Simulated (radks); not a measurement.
Excited configurations of Ca IV: one electron is placed in a higher orbital outside [Ne] 3s2 3p4. The ground configuration is [Ne] 3s2 3p5. Calculated with a radial shooting solver on a logarithmic mesh with Libxc functionals: Dirac Kohn-Sham, LDA (Slater exchange, Perdew-Wang correlation), spin-unpolarised, spherical densities, finite nucleus; open shells fill j = l - 1/2 first; Fermi nuclear charge, rms radius 3.4776 fm. Excitation = E - E(ground); binding = E(ion) - E, where the ion is the core of charge +4; n* = 4/sqrt(2 binding) in atomic units, and the quantum defect is n - n*.

outer orbital  excitation (eV)  binding (eV)     n*  quantum defect  <r> (bohr)
3d3/2                   28.501        39.811  2.338           0.662       1.422
4s1/2                   37.488        30.824  2.658           1.342       2.725
4d3/2                   49.743        18.569  3.424           0.576       3.723
5s1/2                   51.973        16.340  3.650           1.350       5.098
5p1/2                   53.973        14.339  3.896           1.104       5.580
5f5/2                   59.018         9.294  4.840           0.160       7.327
6s1/2                   58.152        10.160  4.629           1.371       8.186
6f5/2                   61.787         6.525  5.776           0.224       11.21
7s1/2                   61.371         6.941  5.600           1.400       12.00
7d3/2                   62.860         5.452  6.319           0.681       14.58
7f5/2                   63.497         4.815  6.724           0.276       15.82

The Delta-SCF ionisation energy is 68.312 eV (NIST Atomic Spectra Database: 67.273 eV, semi-empirical). Self-interaction in the functional shifts the binding energies and quantum defects, so they are the method's values and not measured ones. Spin polarisation and multiplet splitting are left out, so open shells lie too high by an amount that depends on their filling.

Beside tabulated values, note that spin-unpolarised runs miss the spin-polarisation part of the exchange energy of open shells.
